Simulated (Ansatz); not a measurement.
Program: Ansatz. Geometries: PBE0-D4/def2-TZVP. ΔE: electronic, gas phase. CCSD(T)/CBS is the MP2 limit (def2-TZVPP, def2-QZVPP) plus CCSD(T) − MP2 in def2-TZVPP, frozen cores. DFT in def2-TZVPP. Elements past krypton have def2 core potentials. For Ga, In outer-core shells are correlated without core-valence functions, which leaves a few kJ/mol of doubt a bond. Scalar relativity is left out up to krypton. One conformer a species, not always the lowest.

`C[CH](C)[Ga]([SH])[SH]` + `[OH][In]([Cl])[Cl]` → `CC(C)[O][In]([Cl])[Cl]` + `[SH][GaH][SH]`  (substitution at a C–Ga bond)

`C[CH](C)[Ga]([SH])[SH]`:

```xyz
15

C     0.642   -0.468   -1.596
C     0.271    0.481   -0.461
C    -1.100    1.109   -0.668
Ga    0.428   -0.432    1.288
S    -1.156   -0.464    2.827
S     2.265   -1.539    1.813
H     0.632    0.058   -2.557
H    -0.068   -1.297   -1.677
H     1.638   -0.901   -1.468
H     1.022    1.280   -0.420
H    -1.891    0.353   -0.681
H    -1.145    1.636   -1.627
H    -1.347    1.833    0.113
H    -2.010    0.268    2.092
H     1.820   -1.917    3.022
```

`[OH][In]([Cl])[Cl]`:

Z-matrix (Å, degrees):
```
In
O 1 1.961
Cl 1 2.290 2 119.8
Cl 1 2.307 2 119.6 3 180.0
H 2 0.962 1 111.7 3 180.0
```

`CC(C)[O][In]([Cl])[Cl]`:

Cartesian coordinates in Å:
```
C -1.106 0.979 -0.493
C -0.752 -0.469 -0.216
C -0.543 -0.737 1.261
O 0.365 -0.886 -0.983
In 2.147 -0.093 -0.785
Cl 2.712 1.596 0.689
Cl 3.805 -0.929 -2.138
H -2.033 1.262 0.011
H -1.235 1.141 -1.565
H -0.317 1.646 -0.127
H -1.576 -1.103 -0.571
H 0.258 -0.102 1.659
H -1.447 -0.520 1.834
H -0.276 -1.783 1.425
```

`[SH][GaH][SH]`:

```xyz
6

S    -1.545    0.934   -0.650
Ga    0.328    0.665    0.466
S     1.384   -1.262    0.421
H    -1.575   -0.314   -1.144
H     0.910    1.845    1.293
H     0.498   -1.868   -0.386
```

Problem. Is it downhill or uphill in electronic energy at CCSD(T)/CBS, and by how much? (Estimate.)

Solution. Computed: Uphill: ΔE = +12.6 kcal/mol.

Problem. What do these levels give: PBE-D4, PBE0-D4, r2SCAN, HF/def2-TZVPP, HF/CBS(def2), CCSD/CBS(def2)? (An estimate is asked.)

Solution. Ansatz gave: PBE-D4 11.5, PBE0-D4 11.7, r2SCAN 10.3, HF/def2-TZVPP 8.4, HF/CBS(def2) 8.1, CCSD/CBS(def2) 12.6 kcal/mol.

Largest T1 diagnostic among the species: 0.014.

In def2-TZVPP, CCSD(T) changes the Hartree–Fock value by +3.2 kcal/mol (the triples alone add +0.0 kcal/mol) and MP2 by +5.6 kcal/mol.
